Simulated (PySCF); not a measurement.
From one molecule to another.

First species: C3H12FPSi3.
SMILES: `F[C@@H]1CC[SiH2][SiH2][Si@@H]1P`

Second species: C₆H₁₀O₂S.
Geometry (GFN2-xTB, Å), atoms numbered from 1 in this order:
```
atom  x, y, z in Å
C1     2.3253    0.7022   -0.5809
C2     1.3797   -0.4858   -0.4563
C3     0.2098   -0.1495    0.4460
C4    -0.7620   -1.2875    0.7156
C5    -2.1688   -0.7584    0.7290
C6    -2.3833    0.4441    0.2416
S7    -0.8377    1.1302   -0.3646
O8    -0.8031    1.0037   -1.7968
O9    -0.5901    2.4356    0.1850
H10    2.7651    0.9479    0.3836
H11    1.7780    1.5693   -0.9417
H12    3.1262    0.4785   -1.2808
H13    0.9827   -0.7344   -1.4429
H14    1.9147   -1.3566   -0.0665
H15    0.5361    0.3252    1.3705
H16   -0.6878   -2.0404   -0.0756
H17   -0.5429   -1.7866    1.6620
H18   -2.9431   -1.4017    1.1215
H19   -3.3086    0.9736    0.1437
```

Levels: PBE0/pcSseg-1 for HOMO energy, LUMO energy and HOMO–LUMO gap. Geometries: GFN2-xTB. Each structure is a single optimised conformer of the isolated species, non-relativistic unless stated. Electronic properties by PySCF.

Values for the first species:

- HOMO energy: -7.27 eV
- LUMO energy: -0.79 eV
- HOMO–LUMO gap: 6.48 eV

Problem. Estimate the same properties for the second species, and the change in each.

Solution. 
```json
{"property": "HOMO energy", "first": "-7.27 eV", "second": "-8.02 eV", "second less first": "-0.75 eV"}
{"property": "LUMO energy", "first": "-0.79 eV", "second": "-0.75 eV", "second less first": "+0.04 eV"}
{"property": "HOMO–LUMO gap", "first": "6.48 eV", "second": "7.27 eV", "second less first": "+0.79 eV"}
```

